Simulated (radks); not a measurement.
Results of a calculation; reference values are marked as such.
Question: Excited configurations of neutral zirconium: one electron is placed in a higher orbital outside [Kr] 4d2 5s1. The ground configuration is [Kr] 4d2 5s2. Level of theory: scalar-relativistic Kohn-Sham, PBE, spin-polarised, spherical densities, point nucleus; open shells are filled with parallel spins first (spin-orbit coupling, left out, can overturn this in heavy ions) (a radial shooting solver on a logarithmic mesh with Libxc functionals). Excitation = E - E(ground); binding = E(ion) - E, where the ion is the core of charge +1; n* = 1/sqrt(2 binding) in atomic units, and the quantum defect is n - n*.

| outer orbital | excitation (eV) | binding (eV) | n* | quantum defect | eigenvalue (eV) | <r> (bohr) |
|---|---|---|---|---|---|---|
| 5p | 1.962 | 4.476 | 1.744 | 3.256 | -2.372 | 4.731 |
| 6s | 4.004 | 2.434 | 2.364 | 3.636 | -1.490 | 9.180 |
| 6p | 4.622 | 1.816 | 2.737 | 3.263 | -1.085 | 11.50 |
| 7p | 5.373 | 1.065 | 3.574 | 3.426 | -0.674 | 20.68 |

Estimate the row for 7d.

Answer: excitation (eV) 5.723; binding (eV) 0.715; n* 4.362; quantum defect 2.638; eigenvalue (eV) -0.458; <r> (bohr) 30.05. The Delta-SCF ionisation energy is 6.438 eV (NIST Atomic Spectra Database: 6.634 eV, measured). Self-interaction in the functional shifts the binding energies and quantum defects, so they are the method's values and not measured ones. Open shells are spherical and high-spin; term and fine-structure splittings are not resolved.
